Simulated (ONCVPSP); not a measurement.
An all-electron radial function and its pseudo partner (carbon (C))

Columns: radius, all-electron u(r) and pseudo u(r) of the 2p shell (level -7.95 eV) of carbon in the configuration [He] 2s2 2p1.75; PW91, scalar-relativistic, ONCV scheme, ONCVPSP 4.0.1.

```tsv
r (bohr)	all-electron	pseudo
0.093	0.0436	0.0203
0.185	0.1345	0.0774
0.278	0.2405	0.1647
0.370	0.3428	0.2689
0.463	0.4357	0.3798
0.555	0.5142	0.4835
0.648	0.5797	0.5739
0.740	0.6317	0.6439
0.833	0.6718	0.6940
0.925	0.7000	0.7248
1.018	0.7181	0.7403
1.110	0.7271	0.7442
1.203	0.7287	0.7400
1.295	0.7240	0.7305
1.388	0.7141	0.7173
1.480	0.7003	0.7016
1.573	0.6832	0.6836
1.665	0.6638	0.6638
1.758	0.6423	0.6423
1.850	0.6197	0.6197
1.943	0.5961	0.5961
2.035	0.5721	0.5721
2.128	0.5477	0.5477
2.220	0.5235	0.5235
2.313	0.4993	0.4993
2.405	0.4758	0.4758
```

Question: How many radial nodes do the two functions have?

Answer: The all-electron 2p function has n − l − 1 = 0; the pseudo-wave has 0.

Question: At about which radius was the pseudo-wave matched?

Answer: 1.85 bohr. The columns agree to 0.0005 from 1.57 bohr on; several derivatives are matched, so the curves merge somewhat inside the radius.

Question: Where does each function peak?

Answer: Outermost all-electron maximum near 1.20 bohr, pseudo maximum near 1.11 bohr (to the table’s step).

Question: Is the pseudo-wave norm-conserving?

Answer: Yes: the ONCV scheme keeps the norm inside the radius equal to the all-electron one, which fixes the energy derivative of the logarithmic derivative at the level.
